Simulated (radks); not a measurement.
Question: The phosphorus ion P3+, [Ne] 3s2. Method: non-relativistic Kohn-Sham, r2SCAN, spin-polarised, spherical densities, point nucleus; meta-GGA in the generalised Kohn-Sham scheme; computed with a radial shooting solver on a logarithmic mesh with Libxc functionals. Every spin shell is full or empty, so the densities are truly spherical. Functionals are evaluated on that one density, not self-consistently. Rank these exchange functionals by their error against the exact value of the orbitals, and give that value: LDA, B88, PBEsol, revPBE, PW91, OPTX, WC, SOGGA, APBE, revTPSS, r2SCAN, MS2, Tao-Mo, TASK.

Answer: Exact: -21.6406 hartree. From best to worst, with 100 (|E| - |E exact|)/|E exact| (equal figures are ties): r2SCAN 0.00, OPTX +0.01, B88 +0.03, Tao-Mo -0.05, revPBE -0.05, PW91 -0.10, MS2 +0.17, revTPSS -0.39, APBE +0.67, WC -1.65, TASK -3.07, PBEsol -3.59, SOGGA -3.63, LDA -8.28.
